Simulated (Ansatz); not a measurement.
A nudged elastic band was laid between two geometries of F2Ge2H4 + H (9 atoms, charge 0, multiplicity 2).

Method: Ansatz, UHF/def2-SVP.

```yaml
movable_images: 7
climbing_image: yes
spring: 5.0 eV/Å²
optimiser: quadratic models (default)
start_path: through a guess of the saddle point
force_threshold: 0.05 eV/Å
iteration_limit: 60
end_points: relaxed
```

First end point:

```xyz
9
Properties=species:S:1:pos:R:3
Ge -0.064 0.022 -0.216
H -0.276 -0.495 1.203
F 1.634 0.218 -0.420
Ge -1.196 2.046 -0.995
H -2.708 1.843 -0.864
H -0.752 3.222 -0.121
H -0.812 2.287 -2.454
F -0.455 -1.278 -1.276
H 0.169 -0.134 4.871
```

Last end point:

```xyz
9
Properties=species:S:1:pos:R:3
Ge -0.082 -0.157 -0.744
H 0.097 -0.445 3.728
F 1.616 0.073 -0.969
Ge -1.214 2.051 -1.087
H -2.722 1.801 -1.039
H -0.785 2.966 0.061
H -0.791 2.625 -2.439
F -0.477 -1.171 -2.087
H -0.102 -0.014 4.304
```

Task: Which bonds break or form, and what moves?

Result: Bonds broken: Ge1–H2. Bonds formed: H2–H9. F2Ge2H4 + H becomes F2Ge2H3 + H2.

Task: What energy profile does the band end with?

Result: The run converged. The highest image is number 3 of 0 to 8, 52.4 kJ/mol above the first end and 107.4 kJ/mol above the last; the last end lies 54.9 kJ/mol below the first. A vibrational analysis at the climbing image gives one clearly imaginary mode, 1960i cm⁻¹: a first-order saddle point.

| image | path coordinate (Å) | energy (kJ/mol) | Ge1–H2 (Å) | H2–H9 (Å) |
| --- | --- | --- | --- | --- |
| 0 | 0.00 | 0.0 | 1.52 | 3.71 |
| 1 | 0.88 | 0.4 | 1.52 | 3.03 |
| 2 | 1.75 | 5.5 | 1.52 | 2.17 |
| 3 | 2.63 | 52.4 | 1.69 | 1.09 |
| 4 | 3.39 | -30.4 | 2.47 | 0.75 |
| 5 | 4.14 | -50.1 | 3.06 | 0.75 |
| 6 | 4.89 | -54.2 | 3.63 | 0.75 |
| 7 | 5.65 | -54.9 | 4.17 | 0.75 |
| 8 | 6.40 | -54.9 | 4.49 | 0.75 |

Task: What is the geometry of the highest image?

Result: 
```xyz
9
Properties=species:S:1:pos:R:3
Ge -0.008 0.152 0.141
H -0.108 -0.203 1.789
F 1.676 0.297 -0.202
Ge -1.195 2.048 -0.891
H -2.699 1.804 -0.749
H -0.797 3.324 -0.145
H -0.795 2.134 -2.363
F -0.449 -1.297 -0.682
H -0.086 -0.529 2.830
```

Task: What are the harmonic wavenumbers there?

Result: 1960i, 73, 115, 137, 189, 197, 249, 291, 511, 516, 742, 755, 866, 948, 949, 956, 975, 1099, 2259, 2264, 2272 cm⁻¹.

The run took 11 min on 4 threads of Intel(R) Xeon(R) Platinum 8259CL CPU @ 2.50GHz (Skylake/Cascade Lake), on a shared host, peak memory 0.46 GiB.
